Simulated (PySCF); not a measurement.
2H-1,3,5-oxadiazine (C3H4N2O), SMILES C1=NC=NCO1. The structure is a stationary point at B3LYP-D3(BJ)/def2-SVP. One conformer was computed; it need not be the lowest.

Computed with B3LYP-D3(BJ)/def2-SVP (PySCF).

Harmonic wavenumbers (cm⁻¹): 90, 328, 552, 594, 670, 856, 936, 961, 1006, 1047, 1073, 1120, 1206, 1268, 1388, 1398, 1421, 1487, 1655, 1741, 3002, 3108, 3150, 3157. Rotational constants (GHz): 5.940, 5.834, 3.029; symmetry number 1.

Work out the zero-point energy and the ideal-gas rigid-rotor harmonic-oscillator thermochemistry at 298.15 K and 1 atm.

ZPE = ½ Σ hcν = ½ × 33213 cm⁻¹ = 198.66 kJ/mol. H − E(el) = 213.69 kJ/mol. Entropy in J/(mol K): translation 164.02, rotation 106.82, vibration 29.77, total 300.60. G − E(el) = 124.07 kJ/mol. Cp = 75.85 J/(mol K). Modes under 150 cm⁻¹ make the vibrational entropy uncertain.
